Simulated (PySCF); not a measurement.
A calculated (MN15, PySCF 2.14, aug-cc-pV(D+d)Z, the non-relativistic Hamiltonian (point nucleus)) atom or ion has these occupied shells.

| shell | electrons | orbital energy (eV) | rms radius, mean of both spins (bohr) |
| --- | --- | --- | --- |
| 1s α | 1 | -3112.1 | 0.1000 |
| 1s β | 1 | -3111.9 | 0.1000 |
| 2s α | 1 | -307.68 | 0.457 |
| 2s β | 1 | -307.48 | 0.457 |
| 2p α | 3 | -249.08 | 0.419 |
| 2p β | 3 | -248.92 | 0.419 |
| 3s α | 1 | -40.089 | 1.49 |
| 3s β | 1 | -38.539 | 1.49 |
| 3p α | 3 | -25.331 | 1.68 |
| 3p β | 2 | -24.283 | 1.68 |

Question: Name the element and its charge.

Answer: Ar⁺ (argon, charge +1), in [Ne] 3s2 3p5, 2P determinant.
